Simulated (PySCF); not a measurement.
C₂H₉PSi₂.
Cartesian coordinates in Å at the GFN2-xTB level; atoms count from 1:
```xyz
14
C2H9PSi2 angstrom
Si    -2.7090    0.6258    0.0063
C     -0.8468    0.3493    0.0416
C     -0.2294   -0.8172    0.2119
Si     1.6439   -1.0232    0.2580
P      2.4994    1.0335   -0.0035
H     -3.3888   -0.6405    0.2827
H     -3.0566    1.6236    1.0204
H     -3.0896    1.1197   -1.3200
H     -0.2220    1.2322   -0.0862
H     -0.8283   -1.7106    0.3434
H      2.0952   -1.5213    1.5637
H      2.0766   -1.9747   -0.7774
H      2.2575    1.1017   -1.3635
H      3.7972    0.6013   -0.1996
```

Vertical excitations from PySCF (density fitting, frozen core in the response, grid level 2 and gas phase unless stated; continuum runs use non-equilibrium linear response for the excitations) on a GFN2-xTB geometry. Reference run:

| settings | S1, eV (f) | S2, eV (f) | S3, eV (f) | S4, eV (f) | S5, eV (f) | S6, eV (f) | T1, eV (Tamm–Dancoff) | mean α (au) |
| --- | --- | --- | --- | --- | --- | --- | --- | --- |
| PBE0/def2-SVPD, full TDDFT, 6 singlets | 5.48 (0.001) | 5.92 (0.001) | 6.49 (0.035) | 6.56 (0.135) | 6.69 (0.294) | 6.98 (0.272) | 4.13 | 108.5 |

Task: What do these settings give: (1) PBE0/6-31++G**, grid level 3, full TDDFT, 25 singlets; (2) PBE0/def2-SVPD, IEF-PCM tetrahydrofuran, energy threshold 1e-11 Eh, fitting basis def2-universal-jkfit, full TDDFT, 25 singlets?

Result: 
```csv
settings,"S1, eV (f)","S2, eV (f)","S3, eV (f)","S4, eV (f)","S5, eV (f)","S6, eV (f)","T1, eV (Tamm–Dancoff)",mean α (au)
"PBE0/6-31++G**, grid level 3, full TDDFT, 25 singlets",5.56 (0.003),6.00 (0.001),6.20 (0.055),6.51 (0.047),6.60 (0.165),6.83 (0.099),–,102.0
"PBE0/def2-SVPD, IEF-PCM tetrahydrofuran, energy threshold 1e-11 Eh, fitting basis def2-universal-jkfit, full TDDFT, 25 singlets",5.52 (0.002),5.91 (0.001),6.51 (0.431),6.55 (0.082),6.69 (0.156),6.92 (0.383),4.14,142.9
```

(1) S1 moves by +0.08 eV. (2) S1 moves by +0.04 eV. States are counted by energy in each run and needn't keep their character from row to row.

All basis functions are spherical, in the Pople sets too.

Task: Which orbital pairs make up S1 in each run, and how does it sit against the orbital gap?

Result: 
```csv
settings,S1 configurations (weight),S1 (eV),orbital gap (eV),S1 − gap (eV)
"PBE0/def2-SVPD, full TDDFT, 6 singlets",H→L 0.92,5.48,6.55,-1.07
"PBE0/6-31++G**, grid level 3, full TDDFT, 25 singlets","H→L 0.91, H−2→L 0.08",5.56,6.63,-1.07
"PBE0/def2-SVPD, IEF-PCM tetrahydrofuran, energy threshold 1e-11 Eh, fitting basis def2-universal-jkfit, full TDDFT, 25 singlets","H→L 0.88, H−2→L 0.12",5.52,6.61,-1.09
```

The structure is a single GFN2-xTB conformer; no vibrational corrections.
